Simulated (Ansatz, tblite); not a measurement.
Spin states of Pb3S8, each relaxed with PBE-D4/def2-SVP in Ansatz. Electronic energies in the gas phase.

In the def2 sets Pb takes a core potential; there is no spin–orbit coupling. The xTB rows come from tblite. Correlated methods freeze 52 core orbitals; core or outer-core shells of Pb are correlated, in sets that lack core-valence functions. The structure comes from a short search, and lower isomers may exist.

Singlet geometry:

```xyz
11

Pb   -1.7520   -0.2764   -0.1311
Pb    1.5076    1.0697   -1.6321
Pb    1.9015   -2.2591    0.4110
S     2.2889    0.3474    1.2544
S    -1.1132    2.1123   -2.5861
S     0.3666    0.7383    2.0978
S     0.0359   -0.9433    3.3008
S    -0.6026    2.3320   -0.4407
S     0.3312   -1.3422   -1.5707
S    -0.3670   -2.4628    1.9312
S    -2.5969    0.6841   -2.6345
```

Triplet geometry:

Cartesian coordinates in Å:
```
Pb 0.518 -0.579 1.430
Pb -2.127 0.989 -0.748
Pb 0.464 -1.112 -2.708
S 0.333 1.625 -2.156
S -2.884 -0.205 2.860
S 1.634 1.698 -0.446
S 3.297 0.627 -1.118
S -1.040 1.649 1.535
S -1.093 -1.544 -0.572
S 2.629 -1.350 -1.064
S -1.731 -1.798 2.985
```

Quintet geometry:

```xyz
11

Pb   -1.384    0.449   -1.006
Pb    2.077   -1.110   -0.326
Pb   -0.441   -1.363    2.497
S     1.593    0.246    2.015
S     1.414   -1.149   -3.544
S     0.350    2.076    0.399
S    -1.352    2.355    2.564
S     1.196    1.260   -1.479
S    -0.520   -1.977   -0.132
S    -2.416    0.672    2.512
S    -0.518   -1.459   -3.500
```

⟨S²⟩: triplet 2.01 at PBE0-D4/def2-SVP (pure 2.00), quintet 6.03 at PBE0-D4/def2-SVP (pure 6.00).

Only these spin states were relaxed. The triplet has other bonds than the singlet, so the gap mixes isomer and spin. The quintet has other bonds than the singlet, so the gap mixes isomer and spin.

```csv
level,triplet − singlet (kJ/mol),quintet − singlet (kJ/mol),lowest of these
GFN1-xTB,184.7,426.1,singlet
GFN2-xTB,89.0,260.5,singlet
HF/def2-SVP,29.4,183.3,singlet
PBE-D4/def2-SVP,62.6,189.5,singlet
PBE0-D4/def2-SVP,68.1,220.5,singlet
MP2/def2-SVP,72.1,262.6,singlet
```

The xTB methods have no spin-polarisation term.
